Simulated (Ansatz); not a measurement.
Conformers and stereoisomers of `FC1=CC(F)C1F`, each relaxed with PBE0-D4/def2-TZVP in Ansatz. CBS adds the triple-zeta coupled-cluster correction to the MP2 limit.

Not all of them had a frequency check.

Conformer A:

Cartesian coordinates in Å:
```
F -1.188 -1.802 1.064
C -0.465 -0.823 0.576
C 0.741 -0.338 0.855
C 0.672 0.604 -0.314
F 0.789 1.939 -0.007
C -0.784 0.116 -0.538
F -1.058 -0.451 -1.755
H 1.494 -0.519 1.608
H 1.330 0.388 -1.158
H -1.531 0.886 -0.331
```

Conformer B:

Z-matrix (Å, degrees):
```
C
F 1 1.370
C 1 1.563 2 112.7
C 1 1.501 2 115.3 3 -98.4
H 1 1.093 2 107.7 3 128.8
F 3 1.364 1 114.5 2 1.7
C 3 1.491 1 83.5 2 -114.8
H 3 1.094 1 115.8 2 128.9
H 4 1.080 1 133.0 2 -72.0
F 7 1.312 3 129.1 1 -176.4
```

Problem. Which is lowest in electronic energy at CCSD(T)/CBS (frozen core, def2 sets), and by how much? (An estimate is asked.)

Solution. Computed: A; B lies 9.0 kJ/mol higher.

Problem. Give the energies relative to A (kJ/mol) with ωB97M-V/def2-TZVPP, PBE/def2-TZVPP, r2SCAN/def2-TZVPP, MP2/def2-TZVPP, CCSD/def2-TZVPP, SCS-MP2/def2-QZVPP, MP2/CBS(def2). (An estimate is asked.)

Solution. Ansatz gave: 
```
             level    B
ωB97M-V/def2-TZVPP  9.1
    PBE/def2-TZVPP  8.8
 r2SCAN/def2-TZVPP  8.6
    MP2/def2-TZVPP  9.7
   CCSD/def2-TZVPP  9.6
SCS-MP2/def2-QZVPP  9.4
     MP2/CBS(def2)  9.4
```
